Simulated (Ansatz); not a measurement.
C2H5IOSi, SMILES `[SiH3][C@H]1O[C@@H]1I`, relaxed with RKS PBE-D4/def2-SVP in Ansatz 0.2.0 from a rough embedded geometry. The force threshold is 0.03 eV/Å; the program also tests the step.

The species carries charge 0 and has multiplicity 1. I takes the def2 core potential.

Start:

```xyz
10

Si   -0.831   -1.263   -0.008
C    -0.299    0.505    0.227
O     0.655    0.726    1.256
C     1.137    0.941   -0.005
I     1.517    2.847   -0.669
H    -1.876   -1.658    0.867
H     0.342   -2.158    0.078
H    -1.333   -1.358   -1.431
H    -1.129    1.258    0.093
H     1.817    0.161   -0.408
```

| step | energy (eV) | largest force (eV/Å) | largest move (Å) |
| --- | --- | --- | --- |
| 1 | -20164.2224 | 1.717 | 0.000 |
| 2 | -20164.4913 | 0.897 | 0.104 |
| 3 | -20164.5371 | 0.351 | 0.051 |
| 4 (rejected) | -20164.5094 | 0.816 | 0.091 |
| 5 | -20164.5455 | 0.105 | 0.044 |
| 6 | -20164.5469 | 0.048 | 0.020 |
| 7 | -20164.5477 | 0.028 | 0.023 |
| 8 | -20164.5483 | 0.029 | 0.045 |

End:

```xyz
10

Si   -0.857   -1.309   -0.083
C    -0.305    0.496    0.144
O     0.589    0.740    1.285
C     1.107    0.913    0.015
I     1.587    2.942   -0.624
H    -1.824   -1.677    1.006
H     0.360   -2.186   -0.007
H    -1.528   -1.461   -1.422
H    -1.051    1.304   -0.003
H     1.921    0.238   -0.310
```

Run time 12 s (4 threads of an Arm Neoverse V1 on a shared host); peak host memory 0.16 GiB.
